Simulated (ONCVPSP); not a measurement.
## Before and after: ONCV potential for Mn

- Element: manganese (Mn)
- Generator: ONCVPSP 4.0.1
- Type: optimised norm-conserving Vanderbilt (ONCV)
- Functional: LDA (Perdew-Zunger)
- Relativity: fully relativistic
- Frozen core: [Ne]
- Valence charge: 15
- Reference configuration: 3s2 3p6 3d5 4s2
- Partial waves: 3s+4s: rc 1.40 bohr, ncon 4, nbas 8, qcut 7 1/bohr, 2 projectors; 3p: rc 0.85 bohr, ncon 4, nbas 9, qcut 9.1 1/bohr, 2 projectors, debl 0.8 Ha; 3d: rc 0.85 bohr, ncon 4, nbas 9, qcut 10.3 1/bohr, local
- Local potential: the d channel
- Core correction: none

Open shells are filled in proportion to 2j + 1.

In the p channel the program set the typed energies aside and used -1.986, 0.250 Ha (j = l + 1/2; the other j can differ).

All-electron outer shells of the reference configuration (LDA (Perdew-Zunger), scalar-relativistic, ld1.x):

```csv
shell,level (eV),outermost node (bohr),outermost maximum (bohr)
2p,-629.78,–,0.19
3s,-85.40,0.34,0.74
3p,-54.49,0.31,0.75
3d,-7.01,–,0.75
4s,-5.29,1.06,2.47
```

Change: s: nbas 7.

Cutoffs: the cutoffs (Ha) at which the residual kinetic energy of the hardest occupied pseudo-wave falls to 1 and 0.1 mHa per electron; they do not see the model core or the augmentation charge, which bear on the density cutoff. Errors are all-electron minus pseudo energies relative to the spin-unpolarised reference configuration.

Q: What does the change do?

A: The potential gets neither clearly harder nor softer (399 Ha and 458 Ha → 399 Ha and 458 Ha); both files keep a bound ghost (s); of the 4 tests that both files solve, the error grows in 3 and shrinks in 1 by more than 15 % and 0.3 meV (median size 2.3 → 1.6 meV).

| quantity | base | changed |
| --- | --- | --- |
| cutoff, loose | 399 Ha | 399 Ha |
| cutoff, tight | 458 Ha | 458 Ha |
| loose cutoff by channel | s 18 Ha, p 45 Ha, d 399 Ha | s 19 Ha, p 45 Ha, d 399 Ha |
| bound ghosts | s | s |
| GHOST(+) flags under 300 eV | none | none |
| largest miss of a reference level, eV | 0.07 | 0.07 |
| error for 3s2 3p6 3d5 4s1, meV [ΔE 8.65 eV] | +0.7 | +1.1 |
| error for 3s2 3p6 3d5 4s0, meV [ΔE 24.53 eV] | +3.5 | +4.4 |
| error for 3s2 3p6 3d4 4s0, meV [ΔE 57.34 eV] | -3.8 | -1.2 |
| error for 3s2 3p6 3d5 4s0 4p2, meV [ΔE 8.08 eV] | +1.1 | +1.9 |
| s: phases at 1.42 bohr within 0.05 rad from the reference energy up to (Ha; the scan ends near 5) | to the end of the scan | to the end of the scan |
| p3/2: phases at 0.86 bohr within 0.05 rad from the reference energy up to (Ha; the scan ends near 5) | to the end of the scan | to the end of the scan |
| p1/2: phases at 0.86 bohr within 0.05 rad from the reference energy up to (Ha; the scan ends near 5) | to the end of the scan | to the end of the scan |
| d5/2: phases at 0.86 bohr within 0.05 rad from the reference energy up to (Ha; the scan ends near 5) | to the end of the scan | to the end of the scan |
| d3/2: phases at 0.86 bohr within 0.05 rad from the reference energy up to (Ha; the scan ends near 5) | to the end of the scan | to the end of the scan |

Base: These tests converged, but a pseudo level misses the all-electron one widely, so the file describes the atom poorly there or has found another state: 3s2 3p6 3d5 4s0 4p2: empty 4s by 12.5 eV. Changed file: These tests converged, but a pseudo level misses the all-electron one widely, so the file describes the atom poorly there or has found another state: 3s2 3p6 3d5 4s0 4p2: empty 4s by 12.5 eV. A true bound ghost makes a file unfit for plane-wave use even where its test errors are small: the radial tests pick states by their node count and pass the ghost by.
